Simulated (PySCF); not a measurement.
C2BrCl3, SMILES C(Cl)(Cl)=C(Br)Cl. Atoms are numbered in the order given.

```xyz
6

Cl     2.0222    -0.9720     0.0000
C      0.2964    -1.0025     0.0000
Cl    -0.4132    -2.5787     0.0000
C     -0.4566     0.1189     0.0000
Cl    -2.1809     0.0623     0.0000
Br     0.3052     1.8459     0.0000
```

Geometry optimised at B3LYP-D3(BJ)/def2-SVP.

The numbers are results of M06-2X/def2-TZVP in PySCF, not measurements.

ESP charges are fitted to the potential on shells at 1.4 to 2.0 van der Waals radii. Atomic charges (e):

| atom | meta-Löwdin | ESP fit | Mulliken |
|---|---|---|---|
| Cl1 | 0.02 | 0.00 | [?] |
| C2 | -0.03 | 0.01 | [?] |
| Cl3 | 0.02 | 0.00 | [?] |
| C4 | -0.07 | -0.05 | -0.01 |
| Cl5 | 0.02 | 0.01 | -0.01 |
| Br6 | 0.05 | 0.03 | [?] |

Complete the blanks. (An estimate is asked for; the answer gives what the named calculation found.)


- Cl1, Mulliken: -0.01
- C2, Mulliken: 0.04
- Cl3, Mulliken: -0.01
- Br6, Mulliken: -0.01

Computed Mayer and Wiberg (Löwdin basis) orders of the bonds:
```csv
bond,Mayer,Wiberg
Cl1–C2,1.19,1.73
C2–Cl3,1.18,1.73
C2–C4,1.68,2.01
C4–Cl5,1.18,1.73
C4–Br6,1.15,1.64
```
